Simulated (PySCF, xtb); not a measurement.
C₂H₆N₂OSi, SMILES N[Si@@H]1COC=N1. Other conformers were not sampled.

Harmonic wavenumbers (cm⁻¹) from GFN2-xTB (xtb 6.7.1) at its own minimum, in rising order: 119, 133, 201, 248, 442, 468, 537, 555, 653, 675, 730, 755, 832, 854, 901, 939, 964, 1120, 1160, 1236, 1278, 1465, 1515, 1641, 2350, 2975, 2994, 3024, 3466, 3516.

### Question
What does PySCF with B3LYP-D3(BJ)/def2-SVP give at its own minimum? (An estimate is asked for; the answer gives what the named calculation found.)

### Answer
126, 161, 270, 282, 412, 462, 490, 627, 663, 721, 780, 810, 863, 888, 929, 947, 992, 1114, 1201, 1260, 1360, 1446, 1547, 1689, 2255, 3056, 3110, 3123, 3567, 3659. Paired by order, the mean absolute difference is 49 cm⁻¹ and the zero-point energies are 54.0 and 55.5 kcal/mol.
